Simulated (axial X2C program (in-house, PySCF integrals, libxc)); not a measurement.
**Correcting the dissociation energy of ZrP⁺ for spin–orbit coupling**

A spin-free PBE0 curve (one-electron X2C) was computed with an axial X2C code built on PySCF integrals, basis Zr dyall-cv3z [11s12p9d6f3g], P dyall-v3z [8s7p2d1f] (cores contracted in-house), for the state M_S = 0, Λ = 0 (closed shell). It gives D0 = 3.574 eV to Zr+ + P, which in a spin-free picture are the weighted means of the ground terms.

Measured levels of the ground terms (NIST Handbook of Basic Atomic Spectroscopic Data), in cm⁻¹: Zr+ 4F: J = 3/2 at 0, J = 5/2 at 314.7, J = 7/2 at 763.4, J = 9/2 at 1322.7; P 4S: J = 3/2 at 0.

The molecular state has Λ = 0, so it has no first-order lowering.

How far does each ground level lie under the (2J+1)-weighted mean of its term?

Zr+: (4 × 0 + 6 × 314.7 + 8 × 763.4 + 10 × 1322.7)/28 = 758 cm⁻¹; P: a single level, 0.

Correct D0.

D0 = 3.574 + (0 − 758)/8065.5 = 3.480 eV at PBE0 with these spin–orbit terms.

Second-order spin–orbit effects in the molecule, which grow quickly with Z, are left out. Occupations by symmetry block were frozen at the best pattern of an incomplete PBE0 search. Dissociation energies refer to the lowest single-determinant-based atoms at the same level and basis. Without a current term, density functionals place determinants with orbital angular momentum somewhat too high.
